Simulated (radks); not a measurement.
The numbers below are computed, except where a source is named.
Problem. The argon ion Ar12+ is in [He] 2s2 2p2. Code: a radial shooting solver on a logarithmic mesh with Libxc functionals. Model: scalar-relativistic Kohn-Sham, LDA (Slater exchange, Perdew-Wang correlation), spin-polarised, spherical densities, finite nucleus; Fermi nuclear charge, rms radius of each element as measured or else 0.836 A^(1/3) + 0.57 fm. Open shells are filled with parallel spins first. One electron is removed from 1s, 2s, 2p in turn, with full relaxation. Which removal costs least, and what does each cost?

Solution. 2p 686.76 eV; 2s 712.61 eV; 1s 3718.3 eV. The 2p electron leaves first.
